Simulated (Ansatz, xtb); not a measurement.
## Two isomers of FH7SSi3

Structure X: `F[Si]([SiH3])([SiH3])S`, a singlet. Structure Y: `F[Si@@H](S)[SiH2][SiH3]`, a singlet. Both are isolated molecules in the gas phase, relaxed with PBE0-D3(BJ)/def2-SVP; the shapes shown needn't be the lowest conformers.

X (Å):

```xyz
12

F    -2.2205   -1.4277   -1.2746
S     0.4387   -2.0657    0.2460
Si   -1.1680   -0.7322   -0.2293
Si   -2.2681   -0.3421    1.8030
Si   -0.2762    1.1669   -1.2689
H    -3.5307    0.4159    1.5508
H    -1.3720    0.4713    2.6800
H    -2.5874   -1.6371    2.4757
H     0.5684    1.8952   -0.2740
H    -1.3523    2.0764   -1.7660
H     0.5809    0.7373   -2.4173
H     1.1087   -1.8959   -0.9166
```

Y (Å):

```yaml
atoms:
  - { symbol: F, position_ang: [-2.0737, 0.3769, -1.0396] }
  - { symbol: S, position_ang: [-0.1507, -1.6364, 0.3611] }
  - { symbol: Si, position_ang: [-0.8509, 0.3554, 0.0415] }
  - { symbol: Si, position_ang: [0.9651, 1.4983, -0.8846] }
  - { symbol: Si, position_ang: [1.7946, 0.2113, -2.6620] }
  - { symbol: H, position_ang: [-1.4171, 0.9073, 1.3045] }
  - { symbol: H, position_ang: [-1.2113, -2.0351, 1.0992] }
  - { symbol: H, position_ang: [2.0110, 1.6757, 0.1709] }
  - { symbol: H, position_ang: [0.5175, 2.8436, -1.3612] }
  - { symbol: H, position_ang: [0.7049, -0.0082, -3.6598] }
  - { symbol: H, position_ang: [2.2579, -1.1082, -2.1359] }
  - { symbol: H, position_ang: [2.9400, 0.9080, -3.3232] }
```

Task: Which of the two would you expect CCSD(T)/def2-SVP + ΔMP2/def2-TZVPP electronic energies to favour?

Result: Too close to call at this level: CCSD(T)/def2-SVP + ΔMP2/def2-TZVPP gives E(Y) − E(X) = −1.91 kcal/mol.

Level by level:

```tsv
level	geometry	E(Y) − E(X) (kcal/mol)	departure from the last row (kcal/mol)	job, with rough time for the two
PBE0-D3(BJ)/def2-SVP	PBE0-D3(BJ)/def2-SVP	−1.92	−0.01	optimisation, 5.8 min
HF/def2-SVP	PBE0-D3(BJ)/def2-SVP	−2.47	−0.56	part of the CCSD(T) run
MP2/def2-SVP	PBE0-D3(BJ)/def2-SVP	−2.57	−0.66	part of the CCSD(T) run
CCSD(T)/def2-SVP	PBE0-D3(BJ)/def2-SVP	−2.38	−0.46	single point
CCSD(T)/def2-SVP + ΔMP2/def2-TZVPP	PBE0-D3(BJ)/def2-SVP	−1.91		single point, 95 s
```

As drawn, both hold the same kinds of bond in the same numbers.

The largest departure from CCSD(T)/def2-SVP + ΔMP2/def2-TZVPP is that of MP2/def2-SVP, 0.66 kcal/mol. Levels run at GFN2-xTB geometries aren't shown. The last row adds to CCSD(T) the change of the MP2 difference between the two basis sets, here +0.46 kcal/mol.

With thermal terms from frequencies at re-optimised GFN2-xTB minima (ideal gas, soft modes damped towards free rotors, one conformer each, 298.15 K, 1 atm): on the last row, ΔE + ΔZPE = −1.36, ΔH = −1.79, ΔG = −0.72 kcal/mol.

The correlated steps freeze 21 core orbitals. Mirror images aren't counted in ΔG. Run with Ansatz 0.2.0, xtb 6.7.1; the last row on 2 threads of Intel(R) Xeon(R) Processor @ 2.50GHz (Skylake/Cascade Lake) on a shared host.
